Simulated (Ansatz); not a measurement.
H4NO3V, SMILES `[NH]=[V]([OH])([OH])[OH]`. Total charge 0; spin multiplicity 1. Correlated methods include outer-core shells of V, which these sets cover unevenly. Scalar relativity is left out up to krypton.

```xyz
9

N    -0.163   -1.306    1.012
V     0.042   -0.083   -0.004
O    -0.437   -0.664   -1.621
O     1.765    0.371    0.068
O    -0.955    1.307    0.444
H    -0.200   -2.144    1.575
H    -0.514    0.013   -2.303
H     2.000    1.194   -0.374
H    -1.540    1.313    1.204
```

(1) Give the diagnostics of a CCSD(T)/def2-TZVPP run (frozen core, Ansatz). (Best estimate.)

Answers

(1) Ansatz gave: T1 = 0.0302, largest single amplitude 0.083, largest double 0.061, (T) share of the correlation energy 6.2 %, 16 CCSD cycles. The RHF solution is unstable towards an unrestricted one. T1 lies over the customary mark of 0.02 for closed shells; compounds of d metals often pass it without a breakdown.
